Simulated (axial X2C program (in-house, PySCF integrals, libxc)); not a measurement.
**Correcting the dissociation energy of SnBr for spin–orbit coupling**

A spin-free CCSD(T) curve (one-electron X2C) was computed with an axial X2C code built on PySCF integrals, basis Sn dyall-cv3z [11s12p9d4f1g], Br dyall-cv3z [8s9p6d4f1g] (cores contracted in-house), for the state M_S = 1/2, Λ = 1 (beyond evenly filled blocks: π+α). It gives D0 = 3.289 eV to Sn + Br, which in a spin-free picture are the weighted means of the ground terms.

Correlated methods: 11 electrons correlated (number of frozen shells: Sn 4 s, 3 p, 2 d; Br 3 s, 2 p, 1 d), 273 virtual spin orbitals or spinors in MP2, 90 natural virtuals in coupled cluster.

Measured levels of the ground terms (NIST Handbook of Basic Atomic Spectroscopic Data), in cm⁻¹: Sn 3P: J = 0 at 0, J = 1 at 1691.8, J = 2 at 3427.7; Br 2P: J = 3/2 at 0, J = 1/2 at 3685.2.

The two components of the molecular doublet are 2556 cm⁻¹ apart in the PBE0 2c search (Ω = 1/2 lower), so the lower one lies 1278 cm⁻¹ under their mean.

Problem. How far does each ground level lie under the (2J+1)-weighted mean of its term?

Solution. Sn: (1 × 0 + 3 × 1691.8 + 5 × 3427.7)/9 = 2468 cm⁻¹; Br: (4 × 0 + 2 × 3685.2)/6 = 1228 cm⁻¹.

Problem. Correct D0.

Solution. D0 = 3.289 + (1278 − 3696)/8065.5 = 2.989 eV at CCSD(T) with these spin–orbit terms.

Second-order spin–orbit effects in the molecule, which grow quickly with Z, are left out. One determinant describes the state; a PBE0 search over occupations chose it and may have missed a lower one. Dissociation energies refer to the lowest single-determinant-based atoms at the same level and basis. CCSD and (T) use frozen natural virtuals with an MP2 correction for the truncation; (T) itself is uncorrected, so its De runs slightly low. With the outer-core shells frozen, correlated bond lengths of heavy atoms tend to come out a few hundredths of an ångström too long.
